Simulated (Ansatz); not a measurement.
Mulliken charges of `[SiH3]C1BN1` from PBE/def2-TZVPP in Ansatz (PBE0-D4/def2-TZVP geometry).

```tsv
atom	x (Å)	y (Å)	z (Å)	charge (e)
Si1	-1.120	0.713	-0.532	0.198
C2	0.617	0.095	-0.261	-0.106
B3	1.128	-0.341	1.161	-0.077
N4	0.833	-1.281	0.254	-0.121
H5	-1.775	0.071	-1.709	-0.063
H6	-1.949	0.409	0.667	-0.063
H7	-1.106	2.183	-0.762	-0.064
H8	1.359	0.426	-0.993	0.082
H9	1.498	-0.132	2.264	0.026
H10	0.599	-2.194	-0.085	0.190
```

Task: By hand: the dipole of these point charges (1 e Å = 4.8032 D).

Result: Σ q r = (0.095, -0.243, -0.122) e Å, of length 0.288 e Å = 1.38 D.

Task: How does the dipole of the full density compare? (Estimate.)

Result: The calculation gave: (0.120, -0.270, -0.049) e Å, 1.44 D; the point charges give 0.96 times that, at 16° from its direction.

Point charges leave out the atoms' own dipoles, such as those of lone pairs, and Mulliken's split depends on the basis, so the close match here is no proof of good charges.
